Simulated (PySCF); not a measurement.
B(Cl)(F)(OAc) (C2H3BClFO2), SMILES O(B(F)Cl)C(C)=O.

Coordinates come from a ωB97X-D3(BJ)/def2-SVP optimisation. The values are those of a single conformer.

Calculation: PySCF with TDA-CAM-B3LYP/def2-SVPD.

Vertical excitations. 

Computed lowest excited states:
```
state  energy (eV)  λ (nm)      f                                                                   main pairs
-----  -----------  ------  -----  ---------------------------------------------------------------------------
S1            5.62     221  0.001                                                               HOMO→LUMO 84 %
S2            7.49     166  0.001                                         HOMO−1→LUMO 72 %, HOMO−1→LUMO+2 14 %
S3            7.93     156  0.072                                                             HOMO−2→LUMO 75 %
S4            8.12     153  0.047                                           HOMO→LUMO+1 65 %, HOMO→LUMO+3 12 %
S5            8.17     152  0.026                                           HOMO→LUMO+2 57 %, HOMO→LUMO+1 16 %
S6            8.60     144  0.026                       HOMO−4→LUMO 43 %, HOMO−1→LUMO+2 20 %, HOMO−3→LUMO 14 %
S7            8.69     143  0.032                                                           HOMO−1→LUMO+1 71 %
S8            8.85     140  0.096  HOMO−3→LUMO 37 %, HOMO−2→LUMO+1 17 %, HOMO−2→LUMO+2 10 %, HOMO−1→LUMO+1 7 %
S9            8.91     139  0.063                                         HOMO−2→LUMO+1 65 %, HOMO−3→LUMO 14 %
S10           9.02     137  0.010   HOMO−1→LUMO+2 36 %, HOMO−4→LUMO 19 %, HOMO−1→LUMO 17 %, HOMO−1→LUMO+3 10 %
T1            5.05     246      0                                                               HOMO→LUMO 82 %
T2            6.23     199      0                                           HOMO−3→LUMO 53 %, HOMO−2→LUMO 22 %
T3            7.32     169      0                                         HOMO−1→LUMO 62 %, HOMO−1→LUMO+2 14 %
T4            7.44     167      0                        HOMO−2→LUMO 48 %, HOMO−2→LUMO+2 23 %, HOMO−3→LUMO 8 %
```
Triplets are in the Tamm–Dancoff approximation.
